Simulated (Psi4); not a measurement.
Li$_{2}$, charge +1, doublet, at a GFN2-xTB geometry (such geometries of metal compounds can be far from the true shape) (a state made from the parent by changing its charge; the spin is typed, not shown lowest); HF/cc-pVQZ in Psi4 1.11.

Here is a job for Psi4.
```
memory 2 GB

molecule mol {
1 2
Li   -0.000000   -0.000000   -1.370322
Li    0.000000    0.000000    1.370322
}

set {
  basis cc-pvqz
  reference uhf
}

energy('scf')
print_variables()
```

Question: Predict the main parts of the log of this Psi4 run.

Answer: 
```
   => Loading Basis Set <=

    Name: CC-PVQZ
    Role: ORBITAL
    Keyword: BASIS

         ---------------------------------------------------------
                                   SCF
               by Justin Turney, Rob Parrish, Andy Simmonett
                          and Daniel G. A. Smith
                              UHF Reference
         ---------------------------------------------------------

  ==> Geometry <==

    Molecular point group: d2h
    Full point group: D_inf_h

    Geometry (in Angstrom), charge = 1, multiplicity = 2:

       Center              X                  Y                   Z               Mass
    ------------   -----------------  -----------------  -----------------  -----------------
         LI           0.000000000000     0.000000000000    -1.370322000000     7.016003436600
         LI           0.000000000000     0.000000000000     1.370322000000     7.016003436600

  Running in d2h symmetry.

  Rotational constants: A = ************  B =      0.63978  C =      0.63978 [cm^-1]
  Rotational constants: A = ************  B =  19180.15666  C =  19180.15666 [MHz]
  Nuclear repulsion =    1.737764881549738

  Charge       = 1
  Multiplicity = 2
  Electrons    = 5
  Nalpha       = 3
  Nbeta        = 2

  ==> Algorithm <==

  SCF Algorithm Type is DF.
  DIIS enabled.
  MOM disabled.
  Fractional occupation disabled.
  Guess Type is SAD.
  Energy threshold   = 1.00e-06
  Density threshold  = 1.00e-06
  Integral threshold = 1.00e-12

  ==> Primary Basis <==

  Basis Set: CC-PVQZ
    Blend: CC-PVQZ
    Number of shells: 30
    Number of basis functions: 110
    Number of Cartesian functions: 140
    Spherical Harmonics?: true
    Max angular momentum: 4

   => Loading Basis Set <=

    Name: (CC-PVQZ AUX)
    Role: JKFIT
    Keyword: DF_BASIS_SCF

  ==> Integral Setup <==

  SCF_SUBTYPE=INCORE selected. In-core MEM_DF algorithm will be used.
  Using in-core AOs.

  ==> MemDFJK: Density-Fitted J/K Matrices <==

    J tasked:                   Yes
    K tasked:                   Yes
    wK tasked:                   No
    Algorithm:                 Core
    Schwarz Cutoff:           1E-12
    Mask sparsity (%):       0.0000
    Fitting Condition:        1E-10

   => Auxiliary Basis Set <=

  Basis Set: (CC-PVQZ AUX)
    Blend: DEF2-UNIVERSAL-JKFIT
    Number of shells: 34
    Number of basis functions: 102
    Number of Cartesian functions: 120
    Spherical Harmonics?: true
    Max angular momentum: 3

  Minimum eigenvalue in the overlap matrix is 3.6878806645E-04.
  Reciprocal condition number of the overlap matrix is 5.5015653266E-05.
    Using symmetric orthogonalization.

  ==> Pre-Iterations <==

  SCF Guess: Superposition of Atomic Densities via on-the-fly atomic UHF (no occupation information).

   -------------------------
    Irrep   Nso     Nmo
   -------------------------
     Ag        22      22
     B1g        7       7
     B2g       13      13
     B3g       13      13
     Au         7       7
     B1u       22      22
     B2u       13      13
     B3u       13      13
   -------------------------
    Total     110     110
   -------------------------

  ==> Iterations <==

                           Total Energy        Delta E     RMS |[F,P]|

   @DF-UHF iter SAD:   -14.64497766980712   -1.46450e+01   0.00000e+00
   @DF-UHF iter   1:   -14.70012798328858   -5.51503e-02   1.22611e-03 DIIS/ADIIS
   @DF-UHF iter   2:   -14.70976774118639   -9.63976e-03   6.14552e-04 DIIS/ADIIS
   @DF-UHF iter   3:   -14.71287172649089   -3.10399e-03   1.49604e-04 DIIS/ADIIS
   @DF-UHF iter   4:   -14.71305102015632   -1.79294e-04   3.37984e-05 DIIS
   @DF-UHF iter   5:   -14.71305890067237   -7.88052e-06   5.82067e-06 DIIS
   @DF-UHF iter   6:   -14.71305905315546   -1.52483e-07   1.12946e-06 DIIS
   @DF-UHF iter   7:   -14.71305906199692   -8.84146e-09   1.11965e-07 DIIS
  Energy and wave function converged.

  ==> Post-Iterations <==

   @Spin Contamination Metric:   1.278459119E-05
   @S^2 Expected:                7.500000000E-01
   @S^2 Observed:                7.500127846E-01
   @S   Expected:                5.000000000E-01
   @S   Observed:                5.000000000E-01

    Orbital Energies [Eh]
    ---------------------

    Alpha Occupied:

[...]
    Alpha Virtual:

[...]
    Beta Occupied:

[...]
    Beta Virtual:

[...]
    Final Occupation by Irrep:
             Ag   B1g   B2g   B3g    Au   B1u   B2u   B3u
    DOCC [     1,    0,    0,    0,    0,    1,    0,    0 ]
    SOCC [     1,    0,    0,    0,    0,    0,    0,    0 ]
    NA   [     2,    0,    0,    0,    0,    1,    0,    0 ]
    NB   [     1,    0,    0,    0,    0,    1,    0,    0 ]

  @DF-UHF Final Energy:   -14.71305906199692

   => Energetics <=

    Nuclear Repulsion Energy =              1.7377648815497380
    One-Electron Energy =                 -21.7812282041599801
    Two-Electron Energy =                   5.3304042606133200
    Total Energy =                        -14.7130590619969226

  UHF NO Occupations:
  HONO-2 :    1B1u 1.9999972
  HONO-1 :    1 Ag 1.9999964
  HONO-0 :    2 Ag 1.0000000
  LUNO+0 :    3 Ag 0.0000036
  LUNO+1 :    2B1u 0.0000028
  LUNO+2 :    4 Ag 0.0000000
  LUNO+3 :    5 Ag 0.0000000

Computation Completed

Properties will be evaluated at   0.000000,   0.000000,   0.000000 [a0]

Properties computed using the SCF density matrix

 Multipole Moments:

 ------------------------------------------------------------------------------------
     Multipole            Electronic (a.u.)      Nuclear  (a.u.)        Total (a.u.)
 ------------------------------------------------------------------------------------

 L = 1.  Multiply by 2.5417464519 to convert [e a0] to [Debye]
 Dipole X            :          0.0000000            0.0000000            0.0000000
 Dipole Y            :          0.0000000            0.0000000            0.0000000
 Dipole Z            :          0.0000000            0.0000000            0.0000000
 Magnitude           :                                                    0.0000000

 ------------------------------------------------------------------------------------

  Variable Map:
  ----------------------------------------------------------------------------
[...]
  Array Variable Map:
  ----------------------------------------------------------------------------
[...]
[...]
```
